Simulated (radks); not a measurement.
Q: These are the eigenvalues of the occupied orbitals of an atom or ion with whole-number occupations (eV). Calculated with a radial shooting solver on a logarithmic mesh with Libxc functionals: scalar-relativistic Kohn-Sham, Wu-Cohen GGA, spin-polarised, spherical densities, finite nucleus; Fermi nuclear charge, rms radius of each element as measured or else 0.836 A^(1/3) + 0.57 fm.

1s down: -53677.16
1s up: -53677.16
2s up: -8965.723
2s down: -8965.669
2p up: -7960.816
2p down: -7960.778
3s up: -2022.149
3s down: -2020.079
3p up: -1713.531
3p down: -1711.474
3d up: -1315.776
3d down: -1314.192
4s up: -427.8480
4s down: -423.2970
4p up: -326.0774
4p down: -321.5868
4d up: -187.3379
4d down: -182.9443
5s up: -79.2690
5s down: -77.1328
5p up: -54.3676
5p down: -52.7832
4f up: -36.3270
4f down: -32.4343

Which element is it, and in what charge state? The configuration may be excited. Open shells, if any, are filled with parallel spins first.

A: Z = 66, dysprosium, charge +3: Dy3+ in [Xe] 4f9. The list shows which subshells hold electrons but not how many an open one holds; the 1s level, -1972.6 hartree, gives Z - s = 62.8 by -(Z - s)^2/2, which with screening and relativity narrows Z to a few neighbours, and the depths of the outer levels then fix element, charge and occupations together.
